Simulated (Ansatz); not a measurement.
`[F][Ti]([F])([SH])[Cl]` + `C#C[SiH](F)CF` → `C#[C][Ti]([F])([F])[Cl]` + `FC[SiH](F)S`  (redistribution)

Isolated molecules relaxed with PBE0-D4/def2-TZVP in Ansatz; ΔE leaves out vibrations. CBS: MP2 limit from def2 TZ/QZ plus the TZ coupled-cluster correction, frozen cores. Functionals use def2-TZVPP. For Ti outer-core shells are correlated without core-valence functions, which leaves a few kJ/mol of doubt a bond. Scalar relativity is left out up to krypton. One conformer a species, not always the lowest.

```
             level  ΔE (kJ/mol)
        r2SCAN0-D4         40.7
          PBE-QIDH         42.4
            revPBE         39.7
            r2SCAN         42.0
       HF/def2-SVP         35.0
     HF/def2-TZVPP         35.9
    MP2/def2-TZVPP         44.6
CCSD(T)/def2-TZVPP         39.7
```

What does CCSD(T)/CBS give? (An estimate is asked.)

Computed: +40.7 kJ/mol. The listed levels differ from it by 0.0, 1.7, -1.0, 1.3, -5.7, -4.8, 3.9, -1.0 kJ/mol.

What do rigid-rotor, harmonic-oscillator terms from PBE0-D4/def2-TZVP frequencies (298.15 K, 1 bar) make of the CCSD(T)/CBS value? (Estimate.)

Computed: ΔZPE = +0.2 kJ/mol, ΔH = +40.5 kJ/mol, ΔS = -3 J/(mol·K), ΔG = +41.5 kJ/mol.

Largest T1 diagnostic among the species: 0.025, so the coupled-cluster value is less sure than usual.

In def2-TZVPP, CCSD(T) changes the Hartree–Fock value by +3.9 kJ/mol (the triples alone add +3.5 kJ/mol) and MP2 by +8.7 kJ/mol. Leaving LDA and LC-ωPBE aside and taking each functional with its dispersion term where it has one, the values, not all of them listed here, spread over 9.2 kJ/mol, from ωB97X-V to B2PLYP.
